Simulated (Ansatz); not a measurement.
The cluster Co2Si. Charge 0, multiplicity 5. Geometry B3LYP-D4/def2-TZVP; atoms count from 1.

```csv
atom,x (Å),y (Å),z (Å)
Co1,-0.7801,-1.0241,0.4201
Co2,-0.4851,1.1843,-0.4427
Si3,1.2652,-0.1602,0.0226
```

The charge 0 quintet is spin-contaminated (final ⟨S²⟩ up to 6.69, 6.00 for a pure state). The geometry of the quintet was relaxed on an unsound state (⟨S²⟩ 6.55, where a pure state has 6.00). The structure comes from a short search, and lower isomers may exist.

Estimate the Mulliken populations from the PBE0/def2-TZVP orbitals of Ansatz.


```csv
atom,charge (e),spin (α − β),d electrons
Co1,0.11,2.37,7.69
Co2,0.11,2.37,7.69
Si3,-0.22,-0.74,–
```
Mulliken values and Mayer orders depend strongly on the basis.

Where does the spin sit?

Summed by element: Co 4.74, Si -0.74, of 4 unpaired in all. Largest on single atoms: Co1 2.37, Co2 2.37, Si3 -0.74.

And the Mayer bond orders between bonded heavy atoms (over 0.3)?

Co1–Co2 0.71 (2.39 Å); Co1–Si3 1.29 (2.26 Å); Co2–Si3 1.29 (2.26 Å).
